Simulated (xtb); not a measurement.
C2H5O2, charge +1, singlet, from a rough starting geometry; GFN2-xTB (xtb).

Input for xtb:
```
$ xtb mol.xyz --gfn 2 --chrg 1 --opt vtight --json

# file mol.xyz
9

C     -0.36332387     0.28378598     0.03755130
O     -0.19933703     1.45450173     0.00919237
O     -1.58842298    -0.27926667    -0.03363359
H     -2.24732613     0.42841363     0.01752544
C      0.73349544    -0.74513807     0.00828366
H      1.68971987    -0.31758318     0.04394753
H      0.58485008    -1.37089104     0.92867813
H      0.60487579    -1.39244130    -0.83747354
H      0.69910102     1.92409157    -0.20289683
```

Question: Write the output that xtb gives for this input, abridged.

Answer: 
```
   ID    Z sym.   atoms
    1    6 C      1, 5
    2    8 O      2, 3
    3    1 H      4, 6-9

           -------------------------------------------------
          |                Calculation Setup                |
           -------------------------------------------------

           -------------------------------------------------
          |                 G F N 2 - x T B                 |
           -------------------------------------------------

          ...................................................
          :                      SETUP                      :
          :.................................................:
          :  # basis functions                  21          :
          :  # atomic orbitals                  21          :
          :  # shells                           13          :
          :  # electrons                        24          :
          :  max. iterations                   250          :
          :  Hamiltonian                  GFN2-xTB          :
          :  restarted?                      false          :
          :  GBSA solvation                  false          :
          :  PC potential                    false          :
          :  electronic temp.          300.0000000     K    :
          :  accuracy                    1.0000000          :
          :  -> integral cutoff          0.2500000E+02      :
          :  -> integral neglect         0.1000000E-07      :
          :  -> SCF convergence          0.1000000E-05 Eh   :
          :  -> wf. convergence          0.1000000E-03 e    :
          :  Broyden damping             0.4000000          :
          :  net charge                          1          :
          :  unpaired electrons                  0          :
          ...................................................

 iter      E             dE          RMSdq      gap      omega  full diag
   1    -14.5899704 -0.145900E+02  0.454E+00    6.76       0.0  T
   2    -14.6349065 -0.449361E-01  0.257E+00    5.34       1.0  T
   3    -14.6375974 -0.269094E-02  0.144E+00    5.51       1.0  T
   4    -14.6387157 -0.111833E-02  0.226E-01    5.03       1.0  T
   5    -14.6388762 -0.160449E-03  0.100E-01    5.14       1.0  T
   6    -14.6388845 -0.826245E-05  0.184E-02    5.16       1.8  T
   7    -14.6388846 -0.118566E-06  0.726E-03    5.16       4.6  T
   8    -14.6388846 -0.295788E-07  0.160E-03    5.16      20.8  T
   9    -14.6388846 -0.242490E-08  0.313E-04    5.16     106.4  T
  10    -14.6388846 -0.579536E-10  0.885E-05    5.16     376.6  T

   *** convergence criteria satisfied after 10 iterations ***

         :::::::::::::::::::::::::::::::::::::::::::::::::::::
         ::                     SUMMARY                     ::
         :::::::::::::::::::::::::::::::::::::::::::::::::::::
         :: total energy             -14.486636290011 Eh    ::
         :: gradient norm              0.234271626116 Eh/a0 ::
         :: HOMO-LUMO gap              5.161716476257 eV    ::
         ::.................................................::
         :: SCC energy               -14.638883452580 Eh    ::
         :: -> isotropic ES            0.135231219032 Eh    ::
         :: -> anisotropic ES         -0.004932781817 Eh    ::
         :: -> anisotropic XC          0.001425122771 Eh    ::
         :: -> dispersion             -0.002607111982 Eh    ::
         :: repulsion energy           0.152247162569 Eh    ::
         :: add. restraining           0.000000000000 Eh    ::
         :: total charge               1.000000000000 e     ::
         :::::::::::::::::::::::::::::::::::::::::::::::::::::

      -----------------------------------------------------------
     |                   =====================                   |
     |                        A N C O P T                        |
     |                   =====================                   |
     |               Approximate Normal Coordinate               |
     |                Rational Function Optimizer                |
      -----------------------------------------------------------
      -----------------------------------------------------------
     |                   =====================                   |
     |                        A N C O P T                        |
     |                   =====================                   |
     |               Approximate Normal Coordinate               |
     |                Rational Function Optimizer                |
      -----------------------------------------------------------

          ...................................................
          :                      SETUP                      :
          :.................................................:
          :   optimization level         verytight          :
          :   max. optcycles                   200          :
          :   ANC micro-cycles                  20          :
          :   degrees of freedom                21          :
          :.................................................:
          :   RF solver                   davidson          :
          :   write xtbopt.log                true          :
          :   linear?                        false          :
          :   energy convergence         0.1000000E-06 Eh   :
          :   grad. convergence          0.2000000E-03 Eh/α :
          :   maxmium RF displ.          1.0000000          :
          :   Hlow (freq-cutoff)         0.1000000E-01      :
          :   Hmax (freq-cutoff)         5.0000000          :
          :   S6 in model hess.         20.0000000          :
          ...................................................

generating ANC from exact Hessian ...
Using Lindh-Hessian (1995)
 Shifting diagonal of input Hessian by    0.0000000000000000
 Lowest  eigenvalues of input Hessian
    0.000000    0.000000    0.000000    0.000000    0.000000    0.000000
    0.013191    0.026746    0.034986    0.052928    0.072215    0.089114
[...]
 * total energy  :   -14.4866363 Eh     change       -0.1494094E-10 Eh
 * total energy  :   -14.5047903 Eh     change       -0.1815406E-01 Eh
 * total energy  :   -14.5098947 Eh     change       -0.5104311E-02 Eh
 * total energy  :   -14.5103905 Eh     change       -0.4958112E-03 Eh
 * total energy  :   -14.5104680 Eh     change       -0.7754747E-04 Eh
 * total energy  :   -14.5104866 Eh     change       -0.1856783E-04 Eh
 * total energy  :   -14.5104911 Eh     change       -0.4526766E-05 Eh
 * total energy  :   -14.5104918 Eh     change       -0.7022346E-06 Eh
 * total energy  :   -14.5104919 Eh     change       -0.6306222E-07 Eh
   *** GEOMETRY OPTIMIZATION CONVERGED AFTER 9 ITERATIONS ***
[...]

 iter      E             dE          RMSdq      gap      omega  full diag
   1    -14.6529138 -0.146529E+02  0.553E-05    5.28       0.0  T
   2    -14.6529138 -0.410694E-11  0.335E-05    5.28     995.4  T
   3    -14.6529138 -0.609290E-12  0.176E-05    5.28    1895.1  T

   *** convergence criteria satisfied after 3 iterations ***

         :::::::::::::::::::::::::::::::::::::::::::::::::::::
         ::                     SUMMARY                     ::
         :::::::::::::::::::::::::::::::::::::::::::::::::::::
         :: total energy             -14.510491874400 Eh    ::
         :: gradient norm              0.000157442143 Eh/a0 ::
         :: HOMO-LUMO gap              5.276233837500 eV    ::
         ::.................................................::
         :: SCC energy               -14.652912652307 Eh    ::
         :: -> isotropic ES            0.133124314600 Eh    ::
         :: -> anisotropic ES         -0.006073516937 Eh    ::
         :: -> anisotropic XC          0.001387794528 Eh    ::
         :: -> dispersion             -0.002595008136 Eh    ::
         :: repulsion energy           0.142420777908 Eh    ::
         :: add. restraining           0.000000000000 Eh    ::
         :: total charge               1.000000000000 e     ::
         :::::::::::::::::::::::::::::::::::::::::::::::::::::

           -------------------------------------------------
          |                Property Printout                |
           -------------------------------------------------

    * Orbital Energies and Occupations

         #    Occupation            Energy/Eh            Energy/eV
      -------------------------------------------------------------
         1        2.0000           -1.0094812             -27.4694
         2        2.0000           -0.9851063             -26.8061
         3        2.0000           -0.9143221             -24.8800
         4        2.0000           -0.8919870             -24.2722
         5        2.0000           -0.8559007             -23.2902
         6        2.0000           -0.8440238             -22.9671
         7        2.0000           -0.7968370             -21.6830
         8        2.0000           -0.7722151             -21.0130
         9        2.0000           -0.7416949             -20.1825
        10        2.0000           -0.7192585             -19.5720
        11        2.0000           -0.6953090             -18.9203
        12        2.0000           -0.6943066             -18.8930 (HOMO)
        13                         -0.5004086             -13.6168 (LUMO)
        14                         -0.1834015              -4.9906
        15                         -0.1454691              -3.9584
        16                         -0.0723058              -1.9675
        17                         -0.0263116              -0.7160
        18                         -0.0093581              -0.2546
        19                         -0.0032890              -0.0895
        20                          0.1858770               5.0580
        21                          0.2444262               6.6512
      -------------------------------------------------------------
                  HL-Gap            0.1938980 Eh            5.2762 eV
             Fermi-level           -0.5973576 Eh          -16.2549 eV

     #   Z          covCN         q      C6AA      α(0)
     1   6 C        2.689     0.375    20.646     7.436
     2   8 O        1.660    -0.254    18.226     5.763
     3   8 O        1.660    -0.213    17.560     5.657
     4   1 H        0.803     0.402     0.481     1.089
     5   6 C        3.753    -0.181    24.107     7.001
     6   1 H        0.925     0.128     1.549     1.946
     7   1 H        0.924     0.174     1.243     1.744
     8   1 H        0.924     0.174     1.240     1.741
     9   1 H        0.804     0.396     0.492     1.102

 Mol. C6AA /au·bohr⁶  :        515.534941
 Mol. C8AA /au·bohr⁸  :      11117.364332
 Mol. α(0) /au        :         33.480030

Wiberg/Mayer (AO) data.
largest (>0.10) Wiberg bond orders for each atom

 ---------------------------------------------------------------------------
     #   Z sym  total        # sym  WBO       # sym  WBO       # sym  WBO
 ---------------------------------------------------------------------------
     1   6 C    3.876 --     3 O    1.393     2 O    1.342     5 C    1.081
     2   8 O    2.380 --     1 C    1.342     9 H    0.818     3 O    0.131
     3   8 O    2.418 --     1 C    1.393     4 H    0.807     2 O    0.131
     4   1 H    0.838 --     3 O    0.807
     5   6 C    3.953 --     1 C    1.081     6 H    0.968     7 H    0.903
                             8 H    0.902
     6   1 H    0.984 --     5 C    0.968
     7   1 H    0.970 --     5 C    0.903
     8   1 H    0.970 --     5 C    0.902
     9   1 H    0.843 --     2 O    0.818
 ---------------------------------------------------------------------------

Topologies differ in total number of bonds
Writing topology from bond orders to xtbtopo.mol

molecular dipole:
                 x           y           z       tot (Debye)
 q only:       -0.175       0.518      -0.032
   full:       -0.115       0.733      -0.043       1.889
molecular quadrupole (traceless):
                xx          xy          yy          xz          yz          zz
 q only:        4.857      -1.059       0.793      -0.057      -0.291      -5.650
  q+dip:        5.207      -1.162       0.010      -0.052      -0.233      -5.217
   full:        5.001      -1.111      -0.198      -0.048      -0.203      -4.803

optimized geometry written to: xtbopt.xyz

           -------------------------------------------------
          | TOTAL ENERGY              -14.510491874400 Eh   |
          | GRADIENT NORM               0.000157442143 Eh/α |
          | HOMO-LUMO GAP               5.276233837500 eV   |
           -------------------------------------------------

normal termination of xtb
```
